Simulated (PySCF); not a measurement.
## Stretching PrSi

Set-up: PySCF, spin-free X2C with a Gaussian nucleus, basis sets Pr x2c-SVPall, Si x2c-SVPall. Energies in eV from Pr (4f3 6s2) + Si in their ground configurations at the same level. State: Ms = 2.5 determinant of mixed spin, about 2.8 electrons in the 4f shell (Mulliken), real f orbitals that mix terms.

All columns are PBE0. A positive dipole means Pr(−)Si(+).

| R (Å) | E (eV) | μ (D) | Mulliken charge on Pr (basis-dependent) | HOMO (eV) | LUMO (eV) | Mayer bond order | ⟨S²⟩ |
| --- | --- | --- | --- | --- | --- | --- | --- |
| 2.452 | -1.561 | -4.30 | 0.12 | -3.98 | -2.32 | 2.17 | 8.84 |
| 2.566 | -1.840 | -4.62 | 0.15 | -3.93 | -2.15 | 2.12 | 8.79 |
| 2.680 | -1.989 | -4.09 | 0.18 | -3.87 | -2.08 | 1.95 | 8.89 |
| 2.765 | -2.046 | -3.95 | 0.19 | -3.90 | -2.11 | 1.80 | 9.01 |
| 2.851 | -2.062 | -4.03 | 0.21 | -3.93 | -2.13 | 1.68 | 9.10 |
| 2.937 | -2.045 | -4.22 | 0.23 | -3.96 | -2.16 | 1.58 | 9.17 |
| 3.051 | -1.983 | -4.53 | 0.26 | -4.01 | -2.20 | 1.47 | 9.23 |
| 3.193 | -1.864 | -4.98 | 0.29 | -4.06 | -2.26 | 1.35 | 9.30 |
| 3.364 | -1.685 | -5.52 | 0.31 | -4.13 | -2.32 | 1.24 | 9.34 |
| 3.592 | -1.421 | -6.15 | 0.33 | -4.22 | -2.42 | 1.12 | 9.36 |

A fit through these points gives, at Re = 2.848 Å, μ = -4.02 D and dμ/dR = -1.67 D/Å; the reduced mass is 23.34 u.

Q: How strong is the fundamental in the double-harmonic approximation, I = 42.26·(dμ/dR)²/μred km/mol?

A: I = 42.26·(-1.67)²/23.34 = 5.05 km/mol at PBE0.

⟨S²⟩ of the unrestricted solution departs from its pure value on part of the curve, where spin states mix. Spin–orbit coupling is left out, which matters for elements this heavy, above all for dissociation energies. The state is the lowest single determinant that the PBE0 search found; with open d or f shells the true ground state can be another one.
